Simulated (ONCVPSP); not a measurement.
## Which change was made? (P, ONCV)

```json
{
  "Element": "P (Z = 15)",
  "Generator": "ONCVPSP 4.0.1",
  "Type": "optimised norm-conserving Vanderbilt (ONCV)",
  "Functional": "PBE",
  "Relativity": "scalar-relativistic",
  "Frozen core": "[Ne]",
  "Valence charge": "5",
  "Reference configuration": "3s2 3p3",
  "Partial waves": "3s: rc 1.30 bohr, ncon 4, nbas 9, qcut 4.9 1/bohr, 2 projectors, debl 0.8 Ha; 3p: rc 1.90 bohr, ncon 3, nbas 7, qcut 5 1/bohr, 2 projectors, debl 1 Ha",
  "Local potential": "polynomial inside 1.25 bohr (lpopt 3, dvloc0 0 Ha)",
  "Core correction": "none"
}
```

Cutoffs, loose and tight: the cutoffs (Ha) at which the residual kinetic energy of the hardest occupied pseudo-wave falls to 1 and 0.1 mHa per electron. They do not see the model core or the augmentation charge, which bear on the density cutoff. Test errors are all-electron minus pseudo excitation energies from the reference, over the configurations 3s2 3p2; 3s2 3p1; 3s2 3p0; 3s1 3p3; variants that change the core or the reference have their own tests.

The base gives: outcome: generated; cutoff, loose: 10 Ha; cutoff, tight: 76 Ha; bound ghosts: none; GHOST(+) flags above zero: s; largest test error (meV): +15.

**Question.** After one change the result is: outcome: failed: optimize: ERROR ps0norm > uunorm, code will stop. Which change was it?
A. all radii scaled by about 1.19 (s 1.54, p 2.26 bohr); local potential polynomial inside 1.48 bohr (lpopt 3, dvloc0 0 Ha)
B. all radii scaled by about 0.94 (s 1.22, p 1.80 bohr); local potential polynomial inside 1.18 bohr (lpopt 3, dvloc0 0 Ha)
C. all radii scaled by about 0.77 (s 1.00, p 1.46 bohr); local potential polynomial inside 0.96 bohr (lpopt 3, dvloc0 0 Ha)
D. all radii scaled by about 1.32 (s 1.72, p 2.50 bohr); local potential polynomial inside 1.64 bohr (lpopt 3, dvloc0 0 Ha)

**Answer.** C. The others give: all radii scaled by about 1.32 (s 1.72, p 2.50 bohr); local potential polynomial inside 1.64 bohr (lpopt 3, dvloc0 0 Ha) → outcome: generated; cutoff, loose: 9.6 Ha; cutoff, tight: 12 Ha; bound ghosts: none; GHOST(+) flags above zero: none; largest test error (meV): -26 | all radii scaled by about 1.19 (s 1.54, p 2.26 bohr); local potential polynomial inside 1.48 bohr (lpopt 3, dvloc0 0 Ha) → outcome: generated; cutoff, loose: 10 Ha; cutoff, tight: 15 Ha; bound ghosts: none; GHOST(+) flags above zero: s; largest test error (meV): -8.7 | all radii scaled by about 0.94 (s 1.22, p 1.80 bohr); local potential polynomial inside 1.18 bohr (lpopt 3, dvloc0 0 Ha) → outcome: failed: ERROR pspot: first pseudo wave function has node, program will stop.
